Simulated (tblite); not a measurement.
Compound: CH₆OSi₂.
Atom-mapped SMILES: `[O:1]=[CH:2][SiH2:3][SiH3:4]` (hydrogens: H5 on C2; H6, H7 on Si3; H8, H9, H10 on Si4)

Computed with GFN2-xTB (tblite), gas phase: Langevin dynamics at 400 K from the optimised GFN2-xTB geometry, time step 0.5 fs, friction 0.01 fs⁻¹, 2000 steps. The instantaneous temperature is 2·E(kin)/(3Nk) with all 3N coordinates.

| t (fs) | T (K) | E(pot) above start (eV) | O1=C2 (Å) | C2–Si3 (Å) | Si3–Si4 (Å) | C2–H5 (Å) | O1–C2–Si3–Si4 (°) |
| --- | --- | --- | --- | --- | --- | --- | --- |
| 0 | 339 | 0.000 | 1.206 | 1.920 | 2.310 | 1.112 | -9 |
| 25 | 149 | 0.252 | 1.207 | 1.936 | 2.375 | 1.089 | -7 |
| 50 | 203 | 0.305 | 1.200 | 1.949 | 2.281 | 1.113 | -7 |
| 75 | 290 | 0.420 | 1.222 | 1.890 | 2.299 | 1.080 | -5 |
| 100 | 384 | 0.269 | 1.203 | 1.934 | 2.344 | 1.074 | -23 |
| 125 | 290 | 0.278 | 1.185 | 1.926 | 2.304 | 1.099 | -23 |
| 150 | 284 | 0.228 | 1.205 | 1.880 | 2.275 | 1.113 | -27 |
| 175 | 245 | 0.336 | 1.230 | 1.977 | 2.335 | 1.143 | -19 |
| 200 | 357 | 0.425 | 1.178 | 1.856 | 2.260 | 1.108 | -13 |
| 225 | 566 | 0.309 | 1.215 | 1.961 | 2.340 | 1.087 | -9 |
| 250 | 383 | 0.506 | 1.213 | 1.923 | 2.368 | 1.068 | 8 |
| 275 | 397 | 0.495 | 1.199 | 1.932 | 2.380 | 1.085 | 10 |
| 300 | 575 | 0.348 | 1.193 | 1.977 | 2.253 | 1.091 | 26 |
| 325 | 456 | 0.304 | 1.244 | 1.894 | 2.352 | 1.055 | 40 |
| 350 | 419 | 0.393 | 1.229 | 1.926 | 2.389 | 1.078 | 52 |
| 375 | 372 | 0.310 | 1.189 | 1.938 | 2.286 | 1.084 | 65 |
| 400 | 312 | 0.411 | 1.212 | 1.921 | 2.349 | 1.098 | 73 |
| 425 | 394 | 0.343 | 1.226 | 1.955 | 2.421 | 1.140 | 95 |
| 450 | 379 | 0.405 | 1.178 | 1.900 | 2.273 | 1.180 | 113 |
| 475 | 432 | 0.515 | 1.231 | 1.907 | 2.333 | 1.171 | 129 |
| 500 | 479 | 0.538 | 1.226 | 1.927 | 2.378 | 1.150 | 137 |
| 525 | 480 | 0.537 | 1.182 | 1.913 | 2.261 | 1.158 | 159 |
| 550 | 537 | 0.438 | 1.192 | 1.994 | 2.314 | 1.089 | 157 |
| 575 | 595 | 0.263 | 1.200 | 1.879 | 2.325 | 1.093 | 145 |
| 600 | 486 | 0.400 | 1.229 | 1.916 | 2.388 | 1.082 | 132 |
| 625 | 316 | 0.542 | 1.197 | 1.930 | 2.277 | 1.064 | 112 |
| 650 | 429 | 0.433 | 1.201 | 1.894 | 2.350 | 1.060 | 104 |
| 675 | 430 | 0.413 | 1.207 | 1.908 | 2.377 | 1.049 | 92 |
| 700 | 341 | 0.318 | 1.220 | 1.910 | 2.315 | 1.042 | 83 |
| 725 | 279 | 0.347 | 1.218 | 1.944 | 2.296 | 1.062 | 76 |
| 750 | 289 | 0.371 | 1.193 | 1.894 | 2.427 | 1.063 | 77 |
| 775 | 476 | 0.307 | 1.214 | 2.008 | 2.303 | 1.063 | 69 |
| 800 | 418 | 0.495 | 1.184 | 1.866 | 2.260 | 1.096 | 67 |
| 825 | 368 | 0.499 | 1.225 | 1.986 | 2.456 | 1.077 | 58 |
| 850 | 384 | 0.530 | 1.212 | 1.863 | 2.383 | 1.109 | 50 |
| 875 | 362 | 0.446 | 1.214 | 1.996 | 2.204 | 1.120 | 58 |
| 900 | 283 | 0.415 | 1.221 | 1.908 | 2.427 | 1.128 | 61 |
| 925 | 390 | 0.256 | 1.201 | 2.004 | 2.379 | 1.147 | 72 |
| 950 | 272 | 0.480 | 1.199 | 1.824 | 2.257 | 1.115 | 70 |
| 975 | 318 | 0.361 | 1.203 | 1.967 | 2.414 | 1.121 | 74 |
| 1000 | 351 | 0.233 | 1.200 | 1.901 | 2.296 | 1.110 | 55 |

Q: From 500 fs on, how do temperature and potential energy compare with equipartition?

A: The mean temperature of these 21 frames is 394 K against the target 400 K, and the mean potential energy 0.41 eV against 24 × kT/2 = 0.41 eV for 24 classical harmonic modes. For 10 atoms in a canonical ensemble the temperature itself scatters by T·√(2/(3N)) = 103 K; here its standard deviation is 88 K. The whole run lasts only 10 friction times of 100 fs, so these averages carry a wide statistical error.

Q: What are the kinetic and total energies of the listed frame with the highest potential energy?

A: The one at 625 fs, 0.542 eV above the start. Its kinetic energy is 3NkT/2 = 0.409 eV at 316 K, so the sum is 0.95 eV; over the listed frames the sum runs from 0.44 to 1.16 eV, since the thermostat adds and removes energy.

Q: How much do the listed bonds fluctuate from 500 fs on?

A: 
```tsv
bond	at the start (Å)	mean (Å)	standard deviation (Å)
O1=C2	1.206	1.207	0.013
C2–Si3	1.920	1.925	0.050
Si3–Si4	2.310	2.337	0.066
C2–H5	1.112	1.095	0.034
```

The motion is classical and holds no zero-point motion.

The cost below is that of the whole dynamics run. Time: 9.1 s of wall time; peak memory 0.18 GiB. Hardware: one thread of an Intel Xeon Platinum 8375C at 2.90 GHz, shared host with 96 logical CPUs at a one-minute load of 29.
